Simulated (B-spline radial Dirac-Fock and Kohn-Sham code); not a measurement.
## What relativity does to the binding energies of Pb³⁰⁺

System: the Pb³⁰⁺ ion, configuration [Kr] 4d10 4f6.

Both columns are ΔSCF binding energies of the configuration average from a radial B-spline solver: non-relativistic Hartree-Fock with a point nucleus, and Dirac-Fock with a finite nucleus and the Coulomb interaction alone, averaged over the two j levels with weights 2j+1.

| shell | Hartree-Fock (eV) | Dirac-Fock (eV) | shift (eV) | shift (%) |
| --- | --- | --- | --- | --- |
| 1s | 80565.0 | 89556.2 | +8991.29 | +11.16 |
| 2s | 14561.1 | 16992.6 | +2431.52 | +16.70 |
| 2p | 14037.0 | 14864.8 | +827.79 | +5.90 |
| 3s | 4299.7 | 4921.1 | +621.41 | +14.45 |
| 3p | 4052.1 | 4291.8 | +239.67 | +5.91 |
| 3d | 3596.3 | 3580.0 | -16.28 | -0.45 |
| 4s | 1688.8 | 1870.7 | +181.89 | +10.77 |
| 4p | 1576.7 | 1648.7 | +72.01 | +4.57 |
| 4d | 1371.1 | 1371.9 | +0.87 | +0.06 |
| 4f | 1113.5 | 1098.6 | -14.92 | -1.34 |

Relativity binds 1s, 2s, 2p, 3s, 3p, 4s, 4p, 4d more strongly, among those listed most of all 2s in relative terms, and 3d, 4f more weakly, because the contracted s and p shells screen the nucleus better.

Values without a named source are computed, but for edge energies of neutral atoms, which are taken from tables.
